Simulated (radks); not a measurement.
Charge is removed step by step from the 4s down level of Sr, starting from [Ar] 3d10 4s(up 1, down 1) 4p6 5s2. Calculated with a radial shooting solver on a logarithmic mesh with Libxc functionals: scalar-relativistic Kohn-Sham, BLYP, spin-polarised, spherical densities, finite nucleus; Fermi nuclear charge, rms radius 4.224 fm.

| removed (e) | E - E(0) (eV) | eigenvalue (eV) | E minus straight line (eV) |
|---|---|---|---|
| 0 | 0.000 | -40.634 | 0.000 |
| 0.125 | 5.166 | -42.042 | -0.645 |
| 0.25 | 10.510 | -43.480 | -1.112 |
| 0.375 | 16.035 | -44.946 | -1.398 |
| 0.5 | 21.745 | -46.436 | -1.499 |
| 0.625 | 27.643 | -47.948 | -1.413 |
| 0.75 | 33.731 | -49.483 | -1.136 |
| 0.875 | 40.012 | -51.037 | -0.666 |
| 1 | 46.489 | -52.610 | 0.000 |

Removing the whole electron costs 46.489 eV by Delta-SCF, against 40.634 eV from minus the eigenvalue at the starting occupation. Slater's transition state (half an electron removed) gives 46.436 eV. Integrating minus the eigenvalue over the occupation (Janak's theorem) gives 46.497 eV. In this scalar-relativistic scheme the density is built from large components alone, so the theorem holds only approximately. The mean slope of the eigenvalue, de/dn, is 12.0 eV per electron.
